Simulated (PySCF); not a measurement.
SnFCl3, SMILES [Cl][Sn]([Cl])([Cl])[F].

Coordinates come from a PBE0-D3(BJ)/def2-SVP optimisation. The def2 effective core potentials stand for the cores of Sn; spin–orbit coupling is left out.

Calculation: PySCF with ωB97X/def2-TZVP.

Symmetry labels are those of the subgroup Cs that the program uses (full group C3v).

Q: List the valence orbital energies around the gap with their symmetry. (An estimate is asked for; the answer gives what the named calculation found.)

A: 
| orbital | symmetry | energy (eV) |
|---|---|---|
| HOMO−7 | A" | -13.84 |
| HOMO−6 | A' | -13.84 |
| HOMO−5 | A' | -12.90 |
| HOMO−4 | A' | -12.76 |
| HOMO−3 | A" | -12.76 |
| HOMO−2 | A" | -12.53 |
| HOMO−1 | A' | -12.53 |
| HOMO | A" | -12.41 |
| LUMO | A' | -1.46 |
| LUMO+1 | A' | 1.54 |
| LUMO+2 | A' | 2.03 |
| LUMO+3 | A" | 2.03 |
